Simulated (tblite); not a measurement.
Species: C₄H₁₄Si₃.
Atom-mapped SMILES: `[SiH3:1][CH2:2][C@H:3]1[CH2:4][SiH2:5][CH2:6][SiH2:7]1` (hydrogens: H8, H9, H10 on Si1; H11, H12 on C2; H13 on C3; H14, H15 on C4; H16, H17 on Si5; H18, H19 on C6; H20, H21 on Si7)

Geometry (GFN2-xTB, Å), atoms numbered from 1 in this order:
```
atom  x, y, z in Å
Si1    3.0296    0.3957   -0.4895
C2     1.6925   -0.3840    0.6081
C3     0.2834   -0.3567    0.0146
C4    -0.6704   -1.2527    0.8211
Si5   -2.4633   -0.9473    0.2610
C6    -2.3560    0.9063   -0.1751
Si7   -0.5103    1.3781   -0.1094
H8     3.0285   -0.2646   -1.7979
H9     2.7841    1.8281   -0.6647
H10    4.3387    0.2034    0.1418
H11    1.6798    0.1110    1.5828
H12    1.9738   -1.4251    0.8030
H13    0.3402   -0.7723   -0.9995
H14   -0.3749   -2.3000    0.7272
H15   -0.5730   -1.0030    1.8812
H16   -2.7986   -1.7567   -0.9186
H17   -3.4283   -1.2323    1.3289
H18   -2.7719    1.0993   -1.1609
H19   -2.9376    1.5104    0.5169
H20   -0.0662    2.1034   -1.3046
H21   -0.2091    2.1758    1.0878
```

Computed values, GFN2-xTB/tblite, gas phase, harmonic and unscaled. Against measured fundamentals such values can be off by several per cent, at times by over 20. Modes of hydrogen on silicon can be 10 to 20 % off. One conformer, not necessarily the lowest.

Harmonic wavenumbers (cm⁻¹): 52.5, 55.2, 89.0, 125.0, 167.3, 256.6, 309.4, 319.2, 365.1, 455.7, 477.9, 502.1, 533.1, 546.5, 557.9, 630.1, 640.1, 651.6, 684.9, 720.6, 761.4, 774.4, 778.3, 781.6, 786.7, 788.1, 792.3, 798.1, 821.3, 841.9, 984.1, 1043.5, 1079.2, 1089.4, 1107.4, 1112.4, 1214.5, 1276.2, 1291.6, 1324.7, 1469.4, 1490.6, 1496.7, 2204.4, 2211.9, 2228.8, 2230.7, 2243.2, 2247.0, 2261.7, 2893.5, 2917.0, 2943.6, 2954.7, 2967.4, 3003.4, 3015.0.

A = 2944, B = 767.4, C = 648.9 MHz; mass 146.040 u (most abundant isotopes); point group C1, symmetry number 1.

What is the zero-point energy?

Half the sum of the wavenumbers: 34183 cm⁻¹ = 408.92 kJ/mol.

What is S at 500 K and 1 bar for an ideal gas of classical rigid rotors and harmonic oscillators?

Translation 181.76, rotation 131.02, vibration 239.37: S = 552.2 J/(mol K).

And Cp and H(500 K) − H(0)?

Cp = 280.30 J/(mol K), of which vibrations give 247.04 (their classical limit is 57 R = 473.9); H(500 K) − H(0) = 79.99 kJ/mol without the zero-point energy, 63.36 from vibrations.

What must be added to the electronic energy to get the Gibbs energy at 500 K and 1 bar?

ZPE + [H(500 K) − H(0)] − T·S = 408.92 + 79.99 − 276.08 = 212.83 kJ/mol.

How do the functions run with temperature in this model?

```tsv
T (K)	S (J/(mol K))	Cp (J/(mol K))	H − H(0) (kJ/mol)	G − H(0) (kJ/mol)	ln q(vib)
50	251.1	57.0	2.16	-10.39	0.60
100	297.2	78.2	5.55	-24.17	1.89
298.15	430.7	190.4	31.78	-96.63	7.43
373.15	477.7	228.8	47.54	-130.70	9.68
750	679.9	349.2	159.35	-350.59	20.98
1000	786.9	393.7	252.59	-534.32	27.87
```

q(vib) and H(0) count from the zero-point level.

Which modes carry the vibrational entropy at 500 K?

52.5 cm⁻¹: 24.04; 55.2 cm⁻¹: 23.62; 89.0 cm⁻¹: 19.66; 125.0 cm⁻¹: 16.86; 167.3 cm⁻¹: 14.47; 256.6 cm⁻¹: 11.02 J/(mol K); the other 51 give 129.70 together.

Hindered rotation and anharmonicity are outside this model. Other conformers, if any are populated, would add a mixing term that is left out. The structure is chiral; the term R ln 2 for an equal mix with its mirror image is left out.
